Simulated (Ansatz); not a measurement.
Molecular dynamics of Si16O

Input:

```yaml
accuracy: low
crystal:
  lattice:
    - [0.0, 5.43, 5.43]
    - [5.43, 0.0, 5.43]
    - [5.43, 5.43, 0.0]
  atoms:
    - { symbol: Si, position: [0.00923865, -0.05163284, 0.04239498] }
    - { symbol: Si, position: [0.1309732, 0.11138917, 0.13063996] }
    - { symbol: Si, position: [0.0038736, -0.00108462, 0.50408252] }
    - { symbol: Si, position: [0.11900032, 0.08244684, 0.67119023] }
    - { symbol: Si, position: [0.00056586, 0.48685661, 0.00575912] }
    - { symbol: Si, position: [0.13341238, 0.57632338, 0.15689263] }
    - { symbol: Si, position: [-0.0423894, 0.55025867, 0.51331736] }
    - { symbol: Si, position: [0.12743928, 0.62927828, 0.62991635] }
    - { symbol: Si, position: [0.50504031, 0.00274883, 0.00592017] }
    - { symbol: Si, position: [0.63420044, 0.12748949, 0.12697474] }
    - { symbol: Si, position: [0.47543463, 0.05678127, 0.49831556] }
    - { symbol: Si, position: [0.62808642, 0.14432839, 0.63179486] }
    - { symbol: Si, position: [0.50476869, 0.50329431, -0.00035588] }
    - { symbol: Si, position: [0.62648051, 0.62823204, 0.12805445] }
    - { symbol: Si, position: [0.50087919, 0.5198293, 0.50222298] }
    - { symbol: Si, position: [0.58618151, 0.68459851, 0.62512721] }
    - { symbol: O, position: [0.9350208, 0.31578238, 0.69287025] }
magnetization:
  spin_polarized: true
basis:
  ecutwfc: 200.0
kpoints:
  mp_grid: { grid: [2, 2, 2] }
hamiltonian:
  xc: pbesol
  pseudopotentials: { kind: paw, azcp: { folder: soft_1 } }
scf:
  occupations: { method: fermi_dirac, width: 0.05 }
  lower_state_search: "off"
  max_iter: 63
md:
  timestep: 1
  n_steps: 200
  ensemble: nvt_langevin
  temperature: 900.0
  initial_velocities: maxwell_boltzmann
  seed: 51390
  friction: 0.02
```

Command:

```bash
$ ansatz run input.yaml --threads 1 --pin off --max-ram 3072MiB --backend cpu --events-out ev --progress --plain --runs-dir out
```

It starts from a relaxed structure.

Output, in part (step lines):

```
md step     0: t =     0.00 fs  T =   847.1 K  F+E_penalty+E_count = -10496.45572801 eV  E_kin = 1.861344 eV  (12 SCF iters)
md step     1: t =     1.00 fs  T =   916.3 K  F+E_penalty+E_count = -10496.44180508 eV  E_kin = 2.013462 eV  (6 SCF iters)
md step     2: t =     2.00 fs  T =   938.9 K  F+E_penalty+E_count = -10496.40330682 eV  E_kin = 2.063212 eV  (6 SCF iters)
md step     3: t =     3.00 fs  T =   964.8 K  F+E_penalty+E_count = -10496.33831610 eV  E_kin = 2.119977 eV  (6 SCF iters)
md step     4: t =     4.00 fs  T =   999.3 K  F+E_penalty+E_count = -10496.24588307 eV  E_kin = 2.195963 eV  (6 SCF iters)
md step     5: t =     5.00 fs  T =  1026.5 K  F+E_penalty+E_count = -10496.12395152 eV  E_kin = 2.255695 eV  (6 SCF iters)
md step     6: t =     6.00 fs  T =   902.6 K  F+E_penalty+E_count = -10495.98159211 eV  E_kin = 1.983316 eV  (6 SCF iters)
md step     7: t =     7.00 fs  T =   755.4 K  F+E_penalty+E_count = -10495.83636171 eV  E_kin = 1.660003 eV  (6 SCF iters)
[... lines left out ...]
md step   200: t =   200.00 fs  T =   825.1 K  F+E_penalty+E_count = -10494.67696869 eV  E_kin = 1.813045 eV  (6 SCF iters)
```

The steps, from the saved trajectory:

```tsv
time (fs)	T (K)	potential energy less start (eV)
0	847	0.000
6	903	0.474
12	442	1.148
18	480	1.259
24	552	1.136
30	770	0.882
36	744	0.794
42	665	0.931
48	500	1.130
54	446	1.361
60	522	1.315
66	688	1.113
72	711	1.103
78	643	1.166
84	709	1.325
90	692	1.609
96	737	1.846
102	815	1.845
108	905	1.693
114	977	1.628
120	946	1.565
126	666	1.774
132	796	1.774
138	1074	1.362
144	1128	1.094
150	1018	1.258
156	755	1.726
162	716	1.919
168	962	1.666
174	1038	1.460
180	1019	1.456
186	944	1.610
192	658	1.829
198	747	1.815
```

The run went to its last step. A run of 0.2 ps of so small a system gives no equilibrium averages. The plane-wave cutoff is below what these datasets need, so energies and pressures aren't converged. Limits of this set-up: coarse k mesh, PAW files made for another functional, a small cell, in which the defect meets its images, low accuracy level.

Mean squared displacements from the first frame to the last, about the centre of mass: Si 0.06 Å², O 0.09 Å².

Last frame:

```xyz
17
Lattice="0.0000 5.4300 5.4300 5.4300 0.0000 5.4300 5.4300 5.4300 0.0000" Properties=species:S:1:pos:R:3
Si -0.471 0.131 -0.683
Si 1.134 0.963 0.758
Si 2.783 2.458 -0.154
Si 3.935 4.095 0.852
Si 2.522 -0.079 2.302
Si 3.648 1.609 3.396
Si 5.773 2.112 2.374
Si 6.753 3.861 3.878
Si 0.030 2.353 2.254
Si 1.053 3.875 3.824
Si 2.670 4.776 2.519
Si 3.975 6.501 3.620
Si 2.576 2.681 5.215
Si 3.937 3.813 6.721
Si 5.229 5.055 5.151
Si 7.054 6.191 6.383
O 5.412 8.710 6.670
```

Time of the run: 6.5 min on 1 thread of Arm Neoverse V2 (shared host), peak memory 0.36 GiB.
